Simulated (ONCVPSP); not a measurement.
osmium (Os): one change to an ONCV potential, before and after

| Property | Result |
| --- | --- |
| Element | osmium (Os) |
| Generator | ONCVPSP 4.0.1 |
| Type | optimised norm-conserving Vanderbilt (ONCV) |
| Functional | PBEsol |
| Relativity | fully relativistic |
| Frozen core | [Kr] 4d10 4f14 |
| Valence charge | 16 |
| Reference configuration | 5s2 5p6 5d6 6s1 (charge +1) |
| Partial waves | 5s+6s: rc 1.60 bohr, ncon 3, nbas 6, qcut 7 1/bohr, 2 projectors; 5p: rc 1.50 bohr, ncon 4, nbas 8, qcut 8.2 1/bohr, 1 projector; 5d: rc 2.45 bohr, ncon 3, nbas 8, qcut 6.9 1/bohr, 2 projectors, debl 1.7 Ha |
| Local potential | polynomial inside 1.00 bohr (lpopt 5, dvloc0 6 Ha) |
| Core correction | none |

Open shells are filled in proportion to 2j + 1.

Change: s: qcut 6.2; p: qcut 7.3; d: qcut 6.1.

Cutoffs: the cutoffs (Ha) at which the residual kinetic energy of the hardest occupied pseudo-wave falls to 1 and 0.1 mHa per electron; they do not see the model core or the augmentation charge, which bear on the density cutoff. Errors are all-electron minus pseudo energies relative to the spin-unpolarised reference configuration.

Task: Predict the effect on cutoff, ghosts and configuration errors.

Result: The potential gets neither clearly harder nor softer (26 Ha and 31 Ha → 22 Ha and 37 Ha); the p channel sets the loose cutoff, while the largest relative change is in s, which becomes softer; of the 4 tests that both files solve, the error grows in 3 and shrinks in 0 by more than 15 % and 0.3 meV (median size 2.5 → 5.5 meV); neither file shows a bound ghost.

```csv
quantity,base,changed
"cutoff, loose",26 Ha,22 Ha
"cutoff, tight",31 Ha,37 Ha
loose cutoff by channel,"s 19 Ha, p 26 Ha, d 15 Ha","s 16 Ha, p 22 Ha, d 13 Ha"
bound ghosts,none,none
GHOST(+) flags under 300 eV,s at 104.7 eV,s at 92.7 eV
"error for 5s2 5p6 5d6 6s2, meV [ΔE -9.63 eV]",-0.4,-0.2
"error for 5s2 5p6 5d6 6s0, meV [ΔE 16.94 eV]",-0.3,-0.8
"error for 5s2 5p6 5d5 6s0, meV [ΔE 45.82 eV]",+4.6,+10
"error for 5s2 5p6 5d6 6s0 6p2, meV [ΔE 0.81 eV]",+201,+238
s: phases at 1.63 bohr within 0.05 rad from the reference energy up to (Ha; the scan ends near 5),3.4,2.6
p3/2: phases at 1.52 bohr within 0.05 rad from the reference energy up to (Ha; the scan ends near 5),0.9,0.7
p1/2: phases at 1.52 bohr within 0.05 rad from the reference energy up to (Ha; the scan ends near 5),0.4,0.3
d5/2: phases at 2.49 bohr within 0.05 rad from the reference energy up to (Ha; the scan ends near 5),to the end of the scan,to the end of the scan
d3/2: phases at 2.49 bohr within 0.05 rad from the reference energy up to (Ha; the scan ends near 5),to the end of the scan,4.9
```

Base: These tests converged, but a pseudo level misses the all-electron one widely, so the file describes the atom poorly there or has found another state: 5s2 5p6 5d6 6s0 6p2: empty 6s by 12.4 eV. Changed file: These tests converged, but a pseudo level misses the all-electron one widely, so the file describes the atom poorly there or has found another state: 5s2 5p6 5d6 6s0 6p2: empty 6s by 12.4 eV.
